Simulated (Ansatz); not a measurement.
Stepwise substitution at one centre (B H-SH). Gas-phase values, no solvent. One relaxed conformer stands for each flexible species; it need not be the lowest. Strings in code marks are SMILES.

Quantity: vertical ionisation energy (energy after one electron is removed minus that of the parent at the parent's geometry), in eV.

Case: `B`. Geometry of `B` (neutral, multiplicity 1, Å):

```xyz
4

B      0.0000     0.0000     0.0000
H     -0.9162    -0.7563     0.0568
H     -0.1956     1.1732     0.0130
H      1.1118    -0.4168    -0.0698
```

Task: Give the vertical ionisation energy (energy after one electron is removed minus that of the parent at the parent's geometry) at the level frozen-core CCSD(T)/cc-pVQZ // B3LYP-D3(BJ)/def2-TZVP (Ansatz, a program for electronic structure).

Result: 13.31 eV.
